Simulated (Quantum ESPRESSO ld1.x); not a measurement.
Q: Coherent X-ray form factor from a spherical all-electron density. Method: scalar-relativistic Kohn-Sham, LDA (Slater exchange, Perdew-Wang correlation), spin-polarised, spherical densities, point nucleus; computed with ld1.x of Quantum ESPRESSO 7.5.

| sin(theta)/lambda (1/angstrom) | f0 (electrons) |
|---|---|
| 0.05 | 31.294 |
| 0.1 | 29.577 |
| 0.15 | 27.538 |
| 0.2 | 25.566 |
| 0.25 | 23.748 |
| 0.3 | 22.062 |
| 0.4 | 18.959 |
| 0.5 | 16.169 |
| 0.6 | 13.751 |
| 0.8 | 10.178 |
| 1 | 8.057 |
| 1.25 | 6.622 |
| 1.5 | 5.765 |
| 2 | 4.429 |

The species is in the configuration that NIST lists as its ground one. Which atom or ion scatters so?

A: Neutral germanium, [Ar] 3d10 4s2 4p2. Extrapolating in s^2 from the first two rows gives f0(0) = 31.9, near the electron count 32; among species with that count, the fall with angle is slower the higher Z, and the table is that of Z = 32; from so few rows the species is fixed only to a neighbour or two.
